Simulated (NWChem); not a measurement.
**Electron attachment to ITl**

SMILES: [I][Tl]
```xyz
2

Tl     0.0000     0.0000    -1.1460
I      0.0000     0.0000     1.7514
```
Charge 0, spin multiplicity 1.

Program: NWChem. The geometry was optimised at B3LYP/def2-SVP with def2 effective core potentials on I, Tl, a minimum by its harmonic frequencies.

Basis set: def2-TZVPD. −ε marks an orbital energy of the parent. The basis adds only a small set of diffuse functions.

Effective core potentials replace the inner electrons of I, Tl; spin-orbit coupling is left out. B3LYP has NWChem's definition, with VWN1-RPA local correlation. The structure started from a generated list of species.

One of these methods gave a vertical electron affinity of -0.19 eV. Which?
A. −ε(LUMO) of HF
B. −ε(LUMO) of PBE
C. −ε(LUMO) of B3LYP
D. −ε(LUMO) of BHandHLYP

A, −ε(LUMO) of HF. The others give 2.64 (−ε(LUMO) of PBE), 2.27 (−ε(LUMO) of B3LYP), 1.44 (−ε(LUMO) of BHandHLYP).
